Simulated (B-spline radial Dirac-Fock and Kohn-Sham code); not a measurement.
Auger decay of the 4s hole in Tb⁴⁺

System: the Tb⁴⁺ ion, [Xe] 4f7.

Input file task.json (cfg lists n, l and occupation; rrms is the nuclear radius in fm):

```json
{"items": [{
  "Z": 65,
  "q": 4,
  "cfg": [[1, 0, 2], [2, 0, 2], [2, 1, 6], [3, 0, 2], [3, 1, 6], [3, 2, 10], [4, 0, 2], [4, 1, 6], [4, 2, 10], [4, 3, 7], [5, 0, 2], [5, 1, 6]],
  "A": 159,
  "rrms": 5.06,
  "do": ["binding", "quiet", "decay"],
  "holes": ["K", "L1", "L2", "L3", "M1", "M2", "M3", "M4", "M5", "N1", "N2", "N3", "N4", "N5"]
}]}
```

Command: `python xray_run.py task.json out`

The computed values come from a B-spline atomic structure program: independent-particle rates on relativistic LDA orbitals of the hole state (multipoles up to L = 3, Coulomb Auger matrix elements, transition energies from Dirac-Fock). Kinetic energies are configuration averages from the vacuum level; the two-hole energies are estimated from single-hole states.

```
transition  kinetic energy (eV)  width (meV)  share (%)
   N1-N4N5                 6.66          165        2.5
   N1-N5N5                13.30          117        1.7
   N1-N3O2                18.62          923       13.7
   N1-N3O3                24.78         1240       18.5
   N1-N3N6                27.01          918       13.6
   N1-N3N7                28.20         1150       17.1
   N1-N4O1                124.3          257        3.8
   N1-N5O1                130.6          373        5.5
   N1-N4O3                157.2          154        2.3
   N1-N5O2                157.5          149        2.2
   N1-N4N7                161.0          101        1.5
   N1-N5O3                163.5          157        2.3
   N1-N5N6                166.4          115        1.7
   N1-N5N7                168.0         98.4        1.5
   N1-N6O1                282.6          125        1.9
   N1-N7O1                283.5          164        2.4
```

Coster-Kronig rates are the weakest part of this model and often come out 1.5 to 2.5 times too large. Super-Coster-Kronig decay this fast strains the one-particle picture, and such widths tend to come out too large. The listed channels hold 92 % of the non-radiative rate. Summed by principal shells, of 6.73 eV in all: NNO 55.7 %, NNN 42.9 %, NOO 1.4 %.
